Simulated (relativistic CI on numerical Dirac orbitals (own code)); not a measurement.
## Radial parameters of Os39+

Computed by Dirac-Coulomb-Breit CI, separate exchange-only KLI orbitals for each configuration, model QED (radiative potential, 1s self-energy scaled to tabulated hydrogen-like ionisation energies), unscaled Slater integrals (own radial code, finite nucleus).

Slater integrals F^k, G^k are unscaled and averaged over j, outside the closed core [Ar] 3d10; ζ comes from projecting the Hamiltonian with its Breit term on Σ l·s of the shell.

- 4s2 4p6 4d: ζ(4d) = 71170 cm⁻¹; <r>(4d) = 0.401, <r^2>(4d) = 0.1838 (bohr units).
- 4s2 4p6 4f: ζ(4f) = 12687 cm⁻¹; <r>(4f) = 0.3733, <r^2>(4f) = 0.1574 (bohr units).
- 4s2 4p5 4d2: ζ(4p) = 564850, F^2(4d,4d) = 249760, F^4(4d,4d) = 170280, F^2(4p,4d) = 250060, G^1(4p,4d) = 309200, G^3(4p,4d) = 198480, ζ(4d) = 70891 cm⁻¹; <r>(4p) = 0.4015, <r^2>(4p) = 0.1825, <r>(4d) = 0.4011, <r^2>(4d) = 0.1839 (bohr units).

Give the Racah parameters of the d shell in 4s2 4p5 4d2.

B = F²/49 − 5F⁴/441 = 3166 cm⁻¹ and C = 35F⁴/441 = 13514 cm⁻¹.

Averages of the first 10 configurations, taken without configuration mixing, which lowers the lowest level and can move excited configurations by several eV; other configurations of the list can lie among them:

| Configuration | Parity | States | Average energy above the lowest level (eV) |
| --- | --- | --- | --- |
| 4s2 4p6 4d | even | 10 | 15.4 |
| 4s2 4p6 4f | odd | 14 | 228.8 |
| 4s2 4p5 4d2 | odd | 270 | 231.7 |
| 4s 4p6 4d2 | even | 90 | 420.0 |
| 4s2 4p5 4d 4f | even | 840 | 442.6 |
| 4s 4p6 4d 4f | odd | 280 | 631.1 |
| 4s2 4p6 5s | even | 2 | 552.3 |
| 4s2 4p6 5p | odd | 6 | 632.5 |
| 4s2 4p6 5d | even | 10 | 733.4 |
| 4p6 4d3 | even | 120 | 829.3 |
